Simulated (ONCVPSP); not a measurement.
## Reading a pseudo-wave (manganese (Mn))

Columns: radius, all-electron u(r) and pseudo u(r) of the 3p shell (level -52.34 eV) of manganese in the configuration [Ne] 3s2 3p6 3d5.5 4s1.5; PBE, scalar-relativistic, ONCV scheme, ONCVPSP 4.0.1.

```json
{"r (bohr)": "0.080", "all-electron": "-0.4144", "pseudo": "0.0345"}
{"r (bohr)": "0.160", "all-electron": "-0.5811", "pseudo": "0.1329"}
{"r (bohr)": "0.240", "all-electron": "-0.3532", "pseudo": "0.2816"}
{"r (bohr)": "0.320", "all-electron": "0.0373", "pseudo": "0.4609"}
{"r (bohr)": "0.400", "all-electron": "0.4248", "pseudo": "0.6479"}
{"r (bohr)": "0.480", "all-electron": "0.7356", "pseudo": "0.8209"}
{"r (bohr)": "0.560", "all-electron": "0.9504", "pseudo": "0.9621"}
{"r (bohr)": "0.640", "all-electron": "1.0749", "pseudo": "1.0599"}
{"r (bohr)": "0.720", "all-electron": "1.1261", "pseudo": "1.1100"}
{"r (bohr)": "0.800", "all-electron": "1.1230", "pseudo": "1.1150"}
{"r (bohr)": "0.880", "all-electron": "1.0826", "pseudo": "1.0821"}
{"r (bohr)": "0.960", "all-electron": "1.0186", "pseudo": "1.0217"}
{"r (bohr)": "1.040", "all-electron": "0.9415", "pseudo": "0.9446"}
{"r (bohr)": "1.120", "all-electron": "0.8585", "pseudo": "0.8602"}
{"r (bohr)": "1.200", "all-electron": "0.7747", "pseudo": "0.7752"}
{"r (bohr)": "1.280", "all-electron": "0.6934", "pseudo": "0.6933"}
{"r (bohr)": "1.360", "all-electron": "0.6166", "pseudo": "0.6164"}
{"r (bohr)": "1.440", "all-electron": "0.5454", "pseudo": "0.5453"}
{"r (bohr)": "1.520", "all-electron": "0.4804", "pseudo": "0.4803"}
{"r (bohr)": "1.600", "all-electron": "0.4216", "pseudo": "0.4215"}
{"r (bohr)": "1.680", "all-electron": "0.3690", "pseudo": "0.3689"}
{"r (bohr)": "1.760", "all-electron": "0.3221", "pseudo": "0.3220"}
{"r (bohr)": "1.840", "all-electron": "0.2806", "pseudo": "0.2805"}
{"r (bohr)": "1.920", "all-electron": "0.2440", "pseudo": "0.2439"}
{"r (bohr)": "2.000", "all-electron": "0.2119", "pseudo": "0.2118"}
{"r (bohr)": "2.080", "all-electron": "0.1838", "pseudo": "0.1837"}
```

How many radial nodes do the two functions have?

The all-electron 3p function has n − l − 1 = 1; the pseudo-wave has 0, since the states of the same l below it are removed with the core.

At about which radius was the pseudo-wave matched?

1.40 bohr. The columns agree to 0.0005 from 1.20 bohr on; several derivatives are matched, so the curves merge somewhat inside the radius.

Where does each function peak?

Outermost all-electron maximum near 0.72 bohr, pseudo maximum near 0.80 bohr (to the table’s step).

Is the pseudo-wave norm-conserving?

Yes: the ONCV scheme keeps the norm inside the radius equal to the all-electron one, which fixes the energy derivative of the logarithmic derivative at the level.
